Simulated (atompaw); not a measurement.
**Logarithmic derivatives: N, PAW (atompaw)**

```
Element                 : nitrogen (N)
Generator               : atompaw 4.2.0.5
Type                    : PAW
Functional              : LDA (PW92)
Relativity              : non-relativistic
Frozen core             : [He]
Valence charge          : 5
Reference configuration : 2s1.5 2p3.5
Partial waves           : 2s (bound): rc 1.25 bohr; 2s channel at 0.25 Ry: rc 1.25 bohr; 2p (bound): rc 1.75 bohr; 2p channel at 1 Ry: rc 1.75 bohr; 3d channel at 0.2 Ry: rc 1.75 bohr
Local potential         : bessel scheme, radius 1.15 bohr
Core correction         : smooth core density matched at 1.25 bohr
Augmentation charge     : gaussian compensation charge, radius 1.55 bohr; PAW radius 1.75 bohr; waves and projectors: modrrkj vanderbiltortho
```

The phase is arctan(r·u′/u) with u = r·R(r), unwrapped; energies in Ry, scanned from -3 to 5 Ry. A pole is an energy at which the radial function vanishes at the test radius. The pseudo phase is shifted by a multiple of π to meet the all-electron one at the reference energy, and phase errors are pseudo minus all-electron; the curves can meet again beyond the range given. Levels narrower than the energy grid can be missing from the lists of poles.

| channel | radius (bohr) | reference energy (Ry) | poles, all-electron | poles, pseudo | unbroken range about the reference energy with phases within 0.05 rad | phase error 1 Ry above the reference energy (rad) |
| --- | --- | --- | --- | --- | --- | --- |
| s | 1.76 | -1.37 | -0.05 | 1.31 | -1.4 to -1.2 | +0.133 |
| p | 1.76 | -0.55 | 0.64 | -0.09 | -0.6 to -0.6 | -0.283 |
| d | 1.76 | 0.20 | none | none | below 2.9 | -0.006 |

Phases in the d channel:

```
E (Ry)  all-electron  pseudo
 -3.00         1.296   1.296
 -2.76         1.289   1.289
 -2.52         1.280   1.280
 -2.28         1.272   1.272
 -2.04         1.262   1.262
 -1.80         1.252   1.251
 -1.56         1.240   1.239
 -1.32         1.227   1.226
 -1.08         1.213   1.212
 -0.84         1.197   1.195
 -0.60         1.179   1.177
 -0.36         1.159   1.156
 -0.12         1.136   1.132
  0.12         1.109   1.105
  0.36         1.077   1.073
  0.60         1.040   1.035
  0.84         0.995   0.989
  1.08         0.940   0.933
  1.32         0.871   0.865
  1.56         0.784   0.778
  1.80         0.671   0.668
  2.04         0.525   0.526
  2.28         0.336   0.345
  2.52         0.101   0.124
  2.76        -0.164  -0.125
  3.00        -0.428  -0.376
  3.24        -0.660  -0.601
  3.48        -0.846  -0.786
  3.72        -0.989  -0.932
  3.96        -1.100  -1.046
  4.20        -1.186  -1.135
  4.44        -1.254  -1.206
  4.68        -1.310  -1.264
  4.92        -1.356  -1.311
```
